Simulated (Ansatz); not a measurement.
CH3NS, SMILES `[H]/N=C/S` (N–C–S–H torsion 0°) (charge 0, multiplicity 1).

Z-matrix (Å, degrees):
```
C
N 1 1.2613
H 2 1.0182 1 110.79
H 1 1.0956 2 125.56 3 0.04
S 1 1.7471 4 111.02 2 -180.00
H 5 1.3448 1 94.73 4 179.96
```
Charge 0, spin multiplicity 1.

Frozen-core energies in 6-31g from Ansatz (a quantum-chemistry and plane-wave program) at a geometry from PBE0-D3(BJ)/def2-TZVP; the HF reference has <S^2> = 0.00 and the T1 diagnostic is 0.013.

```
level    energy (Ha)
-------  -----------
HF        -491.45474
MP2       -491.71176
CCSD      -491.73616
CCSD(T)   -491.74412
```

Estimate the energies of CCSDT, CCSDT(Q) and CCSDTQ, and give each level's difference from CCSDTQ.


```csv
level,energy (Ha),difference from CCSDTQ (mHa)
MP2,-491.71176,33.61
CCSD,-491.73616,9.21
CCSD(T),-491.74412,1.24
CCSDT,-491.74458,0.79
CCSDT(Q),-491.74545,-0.08
CCSDTQ,-491.74537,0.00
```
